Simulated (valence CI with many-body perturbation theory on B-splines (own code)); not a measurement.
**E1 transitions of Ce⁴⁴⁺**

Computed by relativistic CI+MBPT: four valence electrons over a frozen Dirac-Fock core [Ne], radial functions for each j: 11 s, 11 p, 10 d, 8 f, 5 g, 2 h, with the one-electron correlation potential Σ1, the two-electron term Σ2, the three-electron term Σ3, Breit, model QED; selected CI, second order for the rest, scaled by the run's own slope (own B-spline code, finite nucleus).

The last digits are not significant, and no measured levels were compared; by estimate large intervals hold to a few tenths of a per cent, small ones and those within an open d or f shell to about a per cent. Among the levels kept, up to 550 cm⁻¹ of a level comes from second order outside the variational space, and about a tenth of that is noise between levels of different J, which matters for small intervals.

Lines 201 to 250 of 530 in falling wavelength, among levels below 806.17 eV, chosen from the strongest by gf and those to the six lowest levels. Wavelengths and rates use the calculated energies. Electric multipoles are in the length gauge, E1 and E2 with the static RPA response of the core. Weak lines are less certain than strong ones. Lines between different terms over intervals too small for the method are left out, as are lines whose strength nearly cancels. Where a level lies close to another of its J and parity, the split of strength between their lines is uncertain. The highest levels of a list are the least certain.

Levels are named by their leading jj configuration (3d3/2^4 stands for four electrons in 3d with j = 3/2), which in mixed levels can hold well under half, so a name can repeat and another be missing. Letters in brackets count levels of one name in rising energy.

```
λ vac (Å)                           Upper                           Lower   A (s⁻¹)  S (a.u.)
    55.86      (3s 3p3/2^2 3d3/2) J=1 [a]          (3s^2 3p3/2 3d3/2) J=1  1.18e+11  3.05e-02
    55.74       (3p1/2 3p3/2^2 3d5/2) J=5  (3s 3p1/2 3p3/2 3d5/2) J=4 [c]  1.87e+11  1.76e-01
    55.68      (3s 3p1/2 3p3/2^2) J=2 [a]          (3s^2 3p1/2 3p3/2) J=1  1.98e+11  8.45e-02
    55.61   (3p1/2 3p3/2^2 3d5/2) J=1 [a]  (3s 3p1/2 3p3/2 3d5/2) J=2 [c]  1.49e+11  3.79e-02
    55.36          (3s 3p1/2 3p3/2^2) J=3          (3s^2 3p1/2 3p3/2) J=2  8.85e+10  5.19e-02
    55.21              (3s^2 3d5/2^2) J=0          (3s^2 3p3/2 3d5/2) J=1  5.16e+11  4.29e-02
    55.20   (3p1/2 3p3/2^2 3d5/2) J=3 [b]  (3s 3p1/2 3p3/2 3d5/2) J=2 [d]  4.22e+10  2.45e-02
    55.09       (3p1/2 3p3/2^2 3d3/2) J=0  (3s 3p1/2 3p3/2 3d3/2) J=1 [d]  2.71e+11  2.24e-02
    54.96   (3p1/2 3p3/2^2 3d3/2) J=1 [a]  (3s 3p1/2 3p3/2 3d3/2) J=1 [c]  1.53e+11  3.75e-02
    54.89      (3s 3p3/2 3d3/2 3d5/2) J=1              (3s^2 3d3/2^2) J=2  8.29e+10  2.03e-02
    54.80   (3p1/2 3p3/2^2 3d3/2) J=2 [c]  (3s 3p1/2 3p3/2 3d3/2) J=1 [e]  1.10e+11  4.46e-02
    54.79   (3p1/2 3p3/2^2 3d3/2) J=3 [a]  (3s 3p1/2 3p3/2 3d3/2) J=3 [c]  4.90e+10  2.78e-02
    54.78   (3p1/2 3p3/2^2 3d5/2) J=4 [b]  (3s 3p1/2 3p3/2 3d5/2) J=4 [c]  8.73e+10  6.37e-02
    54.73   (3p1/2 3p3/2^2 3d3/2) J=3 [b]  (3s 3p1/2 3p3/2 3d3/2) J=2 [e]  2.33e+11  1.32e-01
    54.65   (3p1/2 3p3/2^2 3d5/2) J=2 [a]  (3s 3p1/2 3p3/2 3d5/2) J=1 [b]  1.39e+11  5.60e-02
    54.64   (3p1/2 3p3/2^2 3d5/2) J=3 [a]  (3s 3p1/2 3p3/2 3d5/2) J=3 [c]  6.99e+10  3.94e-02
    54.59   (3p1/2 3p3/2^2 3d3/2) J=1 [b]  (3s 3p1/2 3p3/2 3d3/2) J=1 [e]  9.80e+10  2.36e-02
    54.52  (3s 3p1/2 3p3/2 3d5/2) J=2 [d]          (3s 3p1/2 3p3/2^2) J=3  7.31e+10  2.92e-02
    54.49  (3s 3p1/2 3p3/2 3d3/2) J=2 [a]          (3s 3p1/2^2 3p3/2) J=1  9.36e+10  3.74e-02
    54.49  (3s 3p1/2 3p3/2 3d5/2) J=1 [b]      (3s 3p1/2 3p3/2^2) J=2 [a]  5.79e+10  1.39e-02
    54.25          (3s 3p3/2^2 3d3/2) J=4          (3s^2 3p3/2 3d3/2) J=3  3.45e+11  2.44e-01
    54.23       (3p1/2 3p3/2^2 3d5/2) J=0  (3s 3p1/2 3p3/2 3d5/2) J=1 [a]  3.47e+11  2.73e-02
    54.15   (3p1/2 3p3/2^2 3d5/2) J=4 [a]  (3s 3p1/2 3p3/2 3d5/2) J=4 [b]  3.38e+10  2.38e-02
    54.10   (3p1/2 3p3/2^2 3d5/2) J=4 [a]  (3s 3p1/2 3p3/2 3d5/2) J=3 [b]  6.49e+10  4.56e-02
    53.90  (3s 3p1/2 3p3/2 3d5/2) J=2 [b]          (3s^2 3p1/2 3d5/2) J=3  6.77e+10  2.61e-02
    53.81  (3s 3p1/2 3p3/2 3d5/2) J=3 [b]          (3s^2 3p1/2 3d5/2) J=3  5.74e+10  3.09e-02
    53.80      (3s 3p3/2^2 3d5/2) J=4 [c]          (3s^2 3p3/2 3d5/2) J=3  2.29e+11  1.58e-01
    53.76  (3s 3p1/2 3p3/2 3d5/2) J=4 [b]          (3s^2 3p1/2 3d5/2) J=3  3.00e+10  2.07e-02
    53.73   (3p1/2 3p3/2^2 3d5/2) J=3 [b]  (3s 3p1/2 3p3/2 3d5/2) J=2 [c]  4.89e+10  2.62e-02
    53.66   (3p1/2 3p3/2^2 3d3/2) J=2 [b]  (3s 3p1/2 3p3/2 3d3/2) J=1 [d]  3.54e+10  1.35e-02
    53.64       (3p1/2 3p3/2^2 3d3/2) J=4  (3s 3p1/2 3p3/2 3d3/2) J=3 [c]  2.55e+11  1.75e-01
    53.61   (3p1/2 3p3/2^2 3d3/2) J=2 [a]  (3s 3p1/2 3p3/2 3d3/2) J=2 [c]  1.93e+11  7.33e-02
    53.60   (3p1/2 3p3/2^2 3d3/2) J=3 [b]  (3s 3p1/2 3p3/2 3d5/2) J=3 [b]  8.91e+10  4.74e-02
    53.53   (3p1/2 3p3/2^2 3d5/2) J=3 [a]  (3s 3p1/2 3p3/2 3d3/2) J=2 [e]  3.18e+10  1.69e-02
    53.49   (3p1/2 3p3/2^2 3d3/2) J=3 [a]  (3s 3p1/2 3p3/2 3d3/2) J=2 [d]  2.92e+10  1.54e-02
    53.49      (3s 3p3/2^2 3d5/2) J=2 [a]          (3s^2 3p3/2 3d5/2) J=1  1.92e+11  7.25e-02
    53.40      (3s 3p1/2 3d5/2^2) J=4 [b]  (3s 3p1/2 3p3/2 3d5/2) J=4 [a]  2.52e+10  1.70e-02
    53.26      (3s 3p3/2^2 3d5/2) J=4 [b]          (3s^2 3p3/2 3d5/2) J=4  2.42e+11  1.62e-01
    53.10   (3p1/2 3p3/2^2 3d5/2) J=1 [b]  (3s 3p1/2 3p3/2 3d5/2) J=2 [d]  2.10e+11  4.66e-02
    53.09  (3s 3p1/2 3p3/2 3d5/2) J=2 [b]          (3s^2 3p1/2 3d5/2) J=2  3.57e+10  1.32e-02
    53.09       (3p1/2^2 3p3/2 3d5/2) J=2          (3s 3p1/2^2 3d5/2) J=2  1.05e+11  3.87e-02
    53.01  (3s 3p1/2 3p3/2 3d5/2) J=3 [b]          (3s^2 3p1/2 3d5/2) J=2  5.14e+10  2.65e-02
    52.97       (3p1/2 3p3/2^2 3d3/2) J=0  (3s 3p1/2 3p3/2 3d3/2) J=1 [c]  2.24e+11  1.65e-02
    52.91   (3p1/2 3p3/2^2 3d5/2) J=2 [c]  (3s 3p1/2 3p3/2 3d5/2) J=2 [d]  1.63e+11  5.95e-02
    52.75             (3p1/2 3p3/2^3) J=1      (3s 3p1/2 3p3/2^2) J=1 [b]  3.38e+11  7.35e-02
    52.68   (3p1/2 3p3/2^2 3d5/2) J=3 [c]  (3s 3p1/2 3p3/2 3d5/2) J=3 [d]  1.77e+11  8.96e-02
    52.63  (3s 3p1/2 3p3/2 3d3/2) J=2 [c]          (3s^2 3p1/2 3d3/2) J=2  1.43e+11  5.14e-02
    52.60  (3s 3p1/2 3p3/2 3d5/2) J=2 [d]      (3s 3p1/2 3p3/2^2) J=2 [a]  4.42e+10  1.59e-02
    52.56   (3p1/2 3p3/2^2 3d5/2) J=2 [a]  (3s 3p1/2 3p3/2 3d5/2) J=1 [a]  3.88e+10  1.39e-02
    52.46   (3p1/2 3p3/2^2 3d5/2) J=3 [a]  (3s 3p1/2 3p3/2 3d5/2) J=3 [b]  4.36e+10  2.17e-02
```
